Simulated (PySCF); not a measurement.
**Radial density of Ne⁺ (neon, charge +1)**

BP86, [He] 2s2 2p5, 2P determinant. Computed with PySCF 2.14 in aug-cc-pVDZ-DK, with scalar relativity by spin-free X2C-1e.

```csv
r (bohr),4πr²ρ (e/bohr),4πr²(ρα − ρβ)
0.00201,0.03241,0.0000
0.00339,0.08963,0.0000
0.00570,0.2402,0.0001
0.00958,0.6139,0.0002
0.0161,1.505,0.0005
0.0271,3.388,0.0013
0.0456,6.610,0.0041
0.0767,10.09,0.0167
0.129,10.42,0.0812
0.217,6.560,0.3118
0.365,5.368,0.7771
0.614,7.594,1.0993
1.03,4.861,0.6597
1.74,0.9188,0.1114
2.92,0.03965,0.0046
4.91,4.435e-05,0.0000
```

Densities and radii are taken from the X2C orbitals without a picture-change correction, which distorts them close to the nucleus.
